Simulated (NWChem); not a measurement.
System: MoH2SO3; SMILES [O]=[Mo]([OH])([OH])=[S]

```xyz
7

Mo    -0.1053    -0.1772     0.0000
O      1.4656    -0.8072     0.0000
S      0.0834     1.9595     0.0000
O     -1.0435    -0.7280    -1.5298
H     -0.6444    -0.9833    -2.3825
O     -1.0435    -0.7280     1.5298
H     -0.6444    -0.9833     2.3825
```
Atoms are numbered in this order, from 1.

This is a stationary point of PBE-D3(BJ)/def2-SVP with def2 effective core potentials on Mo (NWChem), point group Cs. def2 effective core potentials on Mo; no spin-orbit coupling.

Question: Is it a minimum? If not, what does it relax to?

Answer: No. It has an imaginary frequency of 153i cm⁻¹. Following that mode (on a finer grid) lowers the energy by 1.4 kcal/mol and ends, with real frequencies alone, at point group C1:
```xyz
7

Mo     0.1507    -0.2432    -0.0076
O      1.7220    -0.8286     0.2269
S      0.1901     1.8907    -0.1801
O     -0.5200    -0.9987    -1.5923
H     -1.0938    -0.4924    -2.1992
O     -0.9394    -0.7040     1.4567
H     -0.6628    -1.3911     2.0939
```
